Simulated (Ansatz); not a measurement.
Start from `C[O][GaH][Br]` and change one atom or group to get `C[O][GaH][O]C`.

Ansatz, PBE0-D4/def2-TZVP geometries, multiplicity 1. Each molecule was computed in one conformer, which needn't be the lowest.

Scalar relativity is left out up to krypton. Spin–orbit coupling is left out; it splits and shifts lone-pair levels of the heavy atoms by tenths of an eV.

| property | `C[O][GaH][Br]` |
| --- | --- |
| ideal-gas entropy at 298 K and 1 bar (rigid rotor, harmonic PBE0-D4/def2-TZVP) / J/(mol·K) | 353 |
| HOMO–LUMO gap (B3LYP/def2-TZVPP) / eV | 6.46 |
| size of the dipole moment (ωB97M-V/def2-TZVPP) / D | 0.66 |
| HOMO–LUMO gap (PBE/def2-TZVPP) / eV | 4.75 |
| HOMO energy (PBE0/def2-TZVPP) / eV | -8.16 |
| HOMO energy (PBE/def2-TZVPP) / eV | -6.71 |

Task: What does the change do to each property? (Best estimate.)

Result: The calculation gave: 
```json
{"property": "ideal-gas entropy at 298 K and 1 bar (rigid rotor, harmonic PBE0-D4/def2-TZVP) / J/(mol·K)", "`C[O][GaH][O]C`": "382", "shift": "29"}
{"property": "HOMO–LUMO gap (B3LYP/def2-TZVPP) / eV", "`C[O][GaH][O]C`": "6.55", "shift": "0.09"}
{"property": "size of the dipole moment (ωB97M-V/def2-TZVPP) / D", "`C[O][GaH][O]C`": "1.35", "shift": "0.69"}
{"property": "HOMO–LUMO gap (PBE/def2-TZVPP) / eV", "`C[O][GaH][O]C`": "4.79", "shift": "0.04"}
{"property": "HOMO energy (PBE0/def2-TZVPP) / eV", "`C[O][GaH][O]C`": "-7.63", "shift": "0.53"}
{"property": "HOMO energy (PBE/def2-TZVPP) / eV", "`C[O][GaH][O]C`": "-6.12", "shift": "0.59"}
```

With PBE0 the HOMO rises by 0.53 eV and the LUMO rises by 0.64 eV, so the gap widens by about 0.11 eV. PBE moves the HOMO by 0.59 eV and ωB97M-V by 0.48 eV. The zero-point energy changes by 106.6 kJ/mol with +12 modes. Dipoles are sizes alone; their direction can turn.

Positive LUMOs are unbound, so they and the gaps depend on the basis.

B3LYP here is the variant with VWN-RPA as its local correlation; programs differ in this.
